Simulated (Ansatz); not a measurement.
One change: `CCOCOCC` becomes `CCOC`.

Ansatz, PBE0-D4/def2-TZVP geometries, multiplicity 1. Each molecule was computed in one conformer, which needn't be the lowest.

| property | `CCOCOCC` |
| --- | --- |
| HOMO–LUMO gap (PBE0/def2-TZVPP) / eV | 9.03 |
| HOMO–LUMO gap (B3LYP/def2-TZVPP) / eV | 8.45 |
| HOMO–LUMO gap (ωB97M-V/def2-TZVPP) / eV | 12.89 |
| size of the dipole moment (PBE/def2-TZVPP) / D | 0.23 |
| LUMO energy (PBE/def2-TZVPP) / eV | 0.58 |
| LUMO energy (B3LYP/def2-TZVPP) / eV | 1.05 |

(1) What does the change do to each property? (Estimate.)

Answers

(1) Ansatz gave: 
| property | `CCOC` | shift |
| --- | --- | --- |
| HOMO–LUMO gap (PBE0/def2-TZVPP) / eV | 8.73 | -0.30 |
| HOMO–LUMO gap (B3LYP/def2-TZVPP) / eV | 8.16 | -0.29 |
| HOMO–LUMO gap (ωB97M-V/def2-TZVPP) / eV | 12.60 | -0.29 |
| size of the dipole moment (PBE/def2-TZVPP) / D | 1.01 | 0.78 |
| LUMO energy (PBE/def2-TZVPP) / eV | 0.55 | -0.03 |
| LUMO energy (B3LYP/def2-TZVPP) / eV | 1.01 | -0.04 |

Dipoles are sizes alone; their direction can turn.

B3LYP here is the variant with VWN-RPA as its local correlation; programs differ in this.
